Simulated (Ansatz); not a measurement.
A CCSD(T) single point on CH$_{2}$BFN$_{2}$, SMILES `N=C1NB1F`.

```yaml
crystal:
  periodic: [false, false, false]
  atoms:
    - {symbol: N, position_ang: [-0.818689, -0.082779, 1.491552]}
    - {symbol: C, position_ang: [-0.292286, 0.037947, 0.360580]}
    - {symbol: N, position_ang: [0.879481, -0.506765, -0.214890]}
    - {symbol: B, position_ang: [0.171646, 0.321020, -1.056728]}
    - {symbol: F, position_ang: [0.176767, 0.823278, -2.262361]}
    - {symbol: H, position_ang: [-1.671966, 0.466363, 1.546366]}
    - {symbol: H, position_ang: [1.616249, -1.127063, 0.089682]}
basis:
  gaussian: {orbitals: def2-SVP}
correlation: {method: ccsd_t}
```

```sh
$ ansatz run in.yaml --threads 2 --pin off --events-out ev --progress --plain --max-ram 4352MiB
```

Output of Ansatz, abridged:

```
Functional definition: HF
806 factors; integrals over basis functions are off by at most 1.3e-3 eV
mean field evaluation 1: about -7394.2970 eV, gradient 3.7e1 eV
mean field evaluation 2: about -7394.4331 eV, gradient 3.7e1 eV
mean field evaluation 4: about -7397.5982 eV, gradient 3.9e0 eV
mean field evaluation 8: about -7397.6656 eV, gradient 2.2e-1 eV
mean field evaluation 16: about -7397.4442 eV, gradient 3.8e0 eV
mean field -7397.66589235 eV, -271.8592072257 hartree, gradient 8.9e-6 eV, S^2 0.000000; 0 other end points of the search recorded, 0 dependent functions left out
5 core orbitals not correlated: weight in the atoms' cores, before any rotation towards them, 1.000 or more for the frozen orbitals, at most 0.000 for the correlated occupied ones
reference -7397.66589235 eV, -271.8592072257 hartree; 13, 13 occupied and 62, 62 virtual orbitals, 806 factors
second order -19.36522622 eV of doubles, -0.00000000 eV of singles
cycle   1  -19.28576332 eV  change    7.9e-2 eV  update   1.1e-1
cycle   2  -19.77230211 eV  change   -4.9e-1 eV  update   3.3e-2
cycle   3  -19.90625217 eV  change   -1.3e-1 eV  update   1.7e-2
cycle   4  -19.89735655 eV  change    8.9e-3 eV  update   3.9e-3
cycle   5  -19.89566302 eV  change    1.7e-3 eV  update   1.5e-3
cycle   6  -19.89621930 eV  change   -5.6e-4 eV  update   4.7e-4
cycle   7  -19.89598226 eV  change    2.4e-4 eV  update   1.7e-4
cycle   8  -19.89590223 eV  change    8.0e-5 eV  update   5.0e-5
cycle   9  -19.89591034 eV  change   -8.1e-6 eV  update   2.1e-5
perturbative correction -0.66241427 eV, -0.0243432755 hartree
Total energy: -7418.22421696 eV, -272.6147117204 hartree
```

It took 3.1 s on 2 threads of an Arm Neoverse V1 on a shared host, with 0.26 GiB of host memory at the peak.

MP2 recovers 94.2 % of the CCSD(T) correlation energy and the triples give 3.2 %; T1 = 0.0152.
